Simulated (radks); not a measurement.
Correlation energies from several functionals, in hartree. Species: Ir49+ [Ar] 3d10; He [He]; He+ 1s1; Hg [Hg]. All-electron calculation, non-relativistic Kohn-Sham, r2SCAN, spin-polarised, spherical densities, point nucleus; meta-GGA in the generalised Kohn-Sham scheme. Program: a radial shooting solver on a logarithmic mesh with Libxc functionals. Every spin shell is full or empty, so the densities are truly spherical. Functionals are evaluated on that one density, not self-consistently.

functional,Ir49+,He,He+,Hg
PW92,-3.6462,-0.11213,-0.029449,-8.3229
Wigner,-1.5613,-0.095725,0,-4.3263
PBE,-1.6635,-0.041449,-0.0061511,-4.9051
PBEsol,-1.9155,-0.052005,-0.0084325,-5.4895
LYP,-1.5691,-0.043754,0,-4.3445
AM05,-3.3939,-0.097577,-0.025733,-7.8417
OP (B88),-1.5838,-0.051435,0,-4.2559
TPSS,-1.6672,-0.042621,0,-4.9037
SCAN,-1.6496,-0.037809,0,-4.9423
r2SCAN,-1.6555,-0.037809,0,-4.9575
